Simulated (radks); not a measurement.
Species: Ag II. Configuration: [Kr] 4d8 5p2 (not the ground configuration). All-electron calculation, scalar-relativistic Kohn-Sham, PBE, spin-unpolarised, spherical densities, finite nucleus; Fermi nuclear charge, rms radius 4.5454 fm. Program: a radial shooting solver on a logarithmic mesh with Libxc functionals.

Radial electron density D(r) = 4 pi r^2 rho(r):

r (bohr),D(r) (e/bohr)
0.003437,10.07
0.003969,12.55
0.004584,15.53
0.005294,19.04
0.006163,23.34
0.007117,27.97
0.00822,33.06
0.009493,38.47
0.01105,44.27
0.01276,49.52
0.01474,54.12
0.01702,57.65
0.01966,59.74
0.02289,60.12
0.02643,58.83
0.03052,56.38
0.03525,53.67
0.04104,51.82
0.0474,52.24
0.05474,55.49
0.06321,61.31
0.07301,68.30
0.08499,74.30
0.09815,76.12
0.1134,72.87
0.1309,65.46
0.1524,56.61
0.176,51.36
0.2033,51.55
0.2348,56.06
0.2711,60.53
0.3156,59.78
0.3645,51.75
0.421,38.98
0.4862,26.58
0.566,18.58
0.6536,16.71
0.7549,17.84
0.8718,18.59
1.007,17.13
1.172,13.47
1.354,9.417
1.563,5.992
1.805,3.645
2.102,2.210
2.427,1.494
2.803,1.089
3.237,0.8016
3.739,0.5503
4.353,0.3219
5.027,0.1640
5.805,0.06918
6.705,0.02332
7.805,0.005553
9.014,0.001046
10.41,0.0001408

D(r) has 4 maxima, at r = 0.0218, 0.0966, 0.289, 0.858 bohr, and minima at 0.0431, 0.188, 0.648 bohr, inside which lie 2.00, 11.12, 29.04 electrons.
